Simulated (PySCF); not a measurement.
## How the method changes the constants of NaGa⁺

State: ²Σ⁺ (doublet), unpaired electrons σ ↑. Set-up: Na x2c-SVPall, Ga x2c-SVPall; spin-free X2C with a Gaussian nucleus (PySCF 2.14). De refers to Na⁺ + Ga in their high-spin ground configurations, without counterpoise correction. The functionals are run spin-unrestricted. A positive dipole points towards Ga; it is taken about the centre of mass and depends on that origin.

| Level | Re (Å) | ωe (cm⁻¹) | De (eV) | μ (D) |
| --- | --- | --- | --- | --- |
| UHF | 3.507 | 104 | 0.81 | -8.37 |
| UHF-MP2 | 3.460 | 106 | 0.79 | n/a |
| UHF-SCS-MP2 | 3.471 | 106 | 0.79 | n/a |
| UHF-CCSD | 3.465 | 107 | 0.79 | n/a |
| UHF-CCSD(T) | 3.463 | 107 | 0.79 | n/a |
| PBE | 3.486 | 95.2 | 1.04 | -6.97 |
| revPBE | 3.532 | 93.4 | 1.01 | -7.17 |
| r²SCAN | 3.455 | 102 | 0.89 | -7.83 |
| TPSSh | 3.464 | 100 | 0.95 | -7.54 |
| PBE0 | 3.442 | 102 | 0.96 | -7.38 |
| B97-3 | 3.446 | 105 | 0.86 | -7.90 |
| CAM-B3LYP | 3.369 | 108 | 0.96 | -7.35 |

**Question.** Which functional lies closest to UHF-CCSD(T) in De, which farthest, and by how much do they differ from it?

**Answer.** Closest is B97-3 (-1.7 pm in Re, -1.9 % in ωe, +0.07 eV in De against UHF-CCSD(T) in the same basis), farthest PBE (+2.3 pm in Re, -11.0 % in ωe, +0.25 eV in De). CCSD(T) converges more slowly with the basis than the functionals do and binds too weakly in this one, so the order can change at the basis-set limit.

**Question.** What does a quarter of exact exchange do here, going from PBE to PBE0?

**Answer.** PBE0 less PBE: -4.4 pm in Re, +7.1 % in ωe, -0.08 eV in De. Exact exchange removes part of the self-interaction that spreads semilocal densities, and in most molecules shortens and stiffens the bond and lowers De; so it does here.

**Question.** What does the triples do here, going from UHF-CCSD to UHF-CCSD(T)?

**Answer.** UHF-CCSD(T) less UHF-CCSD: -0.2 pm in Re, +0.0 % in ωe, +0.00 eV in De. The bond shortens, as in weak, metallic or heavy-atom bonds, where dispersion and the correlation of outer-core electrons pull the atoms together.

Correlated steps freeze 10 core orbitals. Correlated levels converge slowly with the basis: in double zeta they bind strong bonds too weakly, by up to about 1 eV, and carry superposition errors of some tenths. Spin–orbit coupling is left out. For an ion De counts to the pair picked by the measured ionisation energies or electron affinities, which need not be the lowest pair at this level. The state is the lowest determinant that a PBE0 search found; another state may lie lower at other levels.
